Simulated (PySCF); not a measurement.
C6H10Cl2.
Structure used (GFN2-xTB), in Å, numbered top down from 1:
```xyz
18
C6H10Cl2 angstrom
C     -2.451   -0.725   -0.419
C     -1.037   -0.955   -0.006
C     -0.116   -0.030    0.241
C     -0.352    1.451    0.170
C      1.276   -0.456    0.609
Cl     1.646    0.064    2.299
C      2.356    0.141   -0.277
Cl     2.091   -0.393   -1.956
H     -3.125   -1.075    0.363
H     -2.657    0.320   -0.620
H     -2.666   -1.301   -1.319
H     -0.765   -2.000    0.084
H      0.316    1.972    0.852
H     -1.374    1.695    0.446
H     -0.174    1.816   -0.841
H      1.356   -1.546    0.613
H      2.322    1.230   -0.272
H      3.345   -0.202    0.023
```

Computed, not measured: PBE0/def2-SVPD in PySCF (dipole) on a GFN2-xTB geometry, gas phase.

Masses are those of the commonest isotopes; rigid-rotor values at the optimised geometry. The values belong to one conformer with, in the numbering `[CH3:1]/[CH:2]=[C:3](\[CH3:4])[C@H:5]([Cl:6])[CH2:7][Cl:8]`, C2–C3–C5–Cl6 -115°, C3–C5–C7–Cl8 -61°.

Give the principal moments of inertia and the rotational constants in MHz.

Ia = 398.32, Ib = 430.67, Ic = 702.06 u·Å²; 505379 MHz·u·Å²/I gives A = 1269, B = 1173, C = 719.9 MHz.

What kind of rotor is it?

An asymmetric top: κ = (2 × 1173 − 1269 − 719.9)/(1269 − 719.9) = 0.65.

Is it planar, by Δ = Ic − Ia − Ib?

Not planar: Δ = Ic − Ia − Ib = -126.92 u·Å². For a rigid frame Δ = −2 Σ m c², so Σ m c² = 63.46 u·Å² lies off the ab plane: 20.86 from hydrogen and 42.61 from heavier atoms. The atom farthest from that plane is 2.10 Å away.

Predict some low-J microwave lines.

The dipole components are |μa| = 1.04 D, |μb| = 0.38 D, |μc| = 0.21 D. The squared components, which scale the intensities, stand as 1.00 : 0.14 : 0.04 (a : b : c). Some lines, for components of 0.1 D or more:

```csv
type,branch,"J(Ka,Kc)",MHz,lower level (cm⁻¹)
a,Q,"2(2,0) ← 2(2,1)",372,0.232
c,Q,"5(5,1) ← 5(4,1)",1397,1.185
b,Q,"5(5,0) ← 5(4,1)",1505,1.185
a,Q,"3(1,2) ← 3(1,3)",2449,0.338
b,Q,"3(1,2) ← 3(0,3)",2450,0.338
b,Q,"4(3,2) ← 4(2,3)",2549,0.663
a,R,"3(2,2) ← 2(2,1)",5680,0.232
b,R,"4(2,3) ← 3(1,2)",7297,0.420
b,R,"5(1,5) ← 4(0,4)",7698,0.547
c,R,"4(4,0) ← 3(3,0)",9890,0.491
```

Estimate the classical rotational partition function at 50 K, 100 K and 500 K.

Point group C1, symmetry number σ = 1; q = (√π/σ)·√((kT/h)³/(ABC)), k/h = 20836.6 MHz/K: 57600 at 50 K, 163000 at 100 K, 1820000 at 500 K.

No GFN2-xTB frequencies stand behind this structure, so it isn't proved a minimum. No vibrational averaging or centrifugal distortion is included, and the geometry carries the error of its method. A rigid rotor knows nothing of internal rotation, which can split or shift real lines. Quadrupole hyperfine structure (35Cl) is left out.
